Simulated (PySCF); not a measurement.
Compound: MeHSi(SBu)2, C9H22S2Si.
Numbering: `[CH3:1][CH2:2][CH2:3][CH2:4][S:5][SiH:6]([CH3:7])[S:8][CH2:9][CH2:10][CH2:11][CH3:12]` (hydrogens: H13, H14, H15 on C1; H16, H17 on C2; H18, H19 on C3; H20, H21 on C4; H22 on Si6; H23, H24, H25 on C7; H26, H27 on C9; H28, H29 on C10; H30, H31 on C11; H32, H33, H34 on C12)

Structure used (PBE0-D3(BJ)/def2-SVP), in Å, numbered top down from 1:
```
atom  x, y, z in Å
C1     4.9026   -1.0773   -1.6327
C2     4.3128   -0.8274   -0.2549
C3     3.8475    0.6072   -0.0546
C4     3.2180    0.8831    1.3018
S5     1.7391   -0.1307    1.6916
Si6    0.3525    0.5754    0.2190
C7     0.4226    2.4393    0.0360
S8    -1.5170   -0.1208    0.9896
C9    -2.5434    0.0031   -0.5310
C10   -3.7802   -0.8729   -0.4164
C11   -4.7327   -0.4779    0.7038
C12   -5.9618   -1.3686    0.7783
H13    5.2310   -2.1215   -1.7472
H14    5.7756   -0.4321   -1.8238
H15    4.1635   -0.8749   -2.4248
H16    3.4583   -1.5018   -0.0797
H17    5.0560   -1.0756    0.5237
H18    4.7026    1.2970   -0.1771
H19    3.1342    0.8757   -0.8560
H20    2.9597    1.9469    1.4125
H21    3.9244    0.6412    2.1118
H22    0.5544   -0.0510   -1.1284
H23    1.3766    2.7760   -0.3991
H24   -0.3877    2.7747   -0.6305
H25    0.2871    2.9213    1.0159
H26   -1.9347   -0.3089   -1.3936
H27   -2.8301    1.0567   -0.6806
H28   -4.3130   -0.8296   -1.3836
H29   -3.4646   -1.9224   -0.2835
H30   -4.1925   -0.5068    1.6655
H31   -5.0385    0.5742    0.5633
H32   -6.5388   -1.3374   -0.1602
H33   -6.6349   -1.0619    1.5930
H34   -5.6817   -2.4192    0.9571
```

Theory: TDDFT wB97X-D/def2-SVPD, vertical, gas phase, core orbitals frozen in the response in PySCF.

Kohn–Sham orbitals with the atoms that hold most of them (Löwdin shares over 4%, at most four atoms; ? is withheld):

```tsv
orbital	ε (eV)	atoms
HOMO-3	-10.20	S8 36%, S5 18%, Si6 12%, C9 8%
HOMO-2	-10.09	S5 36%, S8 16%, Si6 12%, C4 6%
HOMO-1	-8.62	S5 40%, S8 24%, Si6 10%, C4 5%
HOMO	-8.53	?
LUMO	1.92	?
LUMO+1	2.06	S8 24%, S5 14%, Si6 11%, C9 9%
LUMO+2	2.11	Si6 19%, S8 10%, S5 9%, H22 8%
```

Problem. Give the leading atoms of the HOMO.

Solution. S8 (bonded to C and Si) 46%; S5 (bonded to C and Si) 28%; C9 (bonded to C, S and 2 H) 7%; Si6 (bonded to C, 2 S and H) 6%. By element: sulfur 74%, carbon 7% or more, silicon 6%.

Problem. Which atoms hold the LUMO, and with what shares?

Solution. S5 (bonded to C and Si) 33%; Si6 (bonded to C, 2 S and H) 10%; C4 (bonded to C, S and 2 H) 10%; S8 (bonded to C and Si) 7%. By element: sulfur 40%, silicon 10%, carbon 10% or more.

Problem. How does S1 compare with the orbital gap of 10.45 eV?

Solution. S1 is at 5.74 eV (f = 0.0020), 4.71 eV below the gap, made of HOMO-1→LUMO (36%), HOMO→LUMO (26%). Its leading pair isn't HOMO and LUMO; the energies of that pair differ by 10.54 eV. Without the coupling terms of the response equations the lowest excitation would equal the gap.

Next come S2 at 5.82 eV (f 0.0033), HOMO→LUMO+1 (34%), HOMO-1→LUMO+1 (16%); S3 at 6.39 eV (f 0.0071), HOMO-1→LUMO (20%), HOMO→LUMO (20%), HOMO→LUMO+3 (17%); S4 at 6.49 eV (f 0.029), HOMO-1→LUMO+1 (31%), HOMO→LUMO+1 (17%), HOMO-1→LUMO+2 (14%); S5 at 6.89 eV (f 0.0087), HOMO→LUMO+2 (18%), HOMO→LUMO+3 (16%), HOMO-1→LUMO+3 (11%).

Löwdin shares depend on the basis, the more so with diffuse functions.

One conformer stands for the species.

Without π bonds the low states may be Rydberg-like; a valence basis with one diffuse set may place them up to an eV too high.
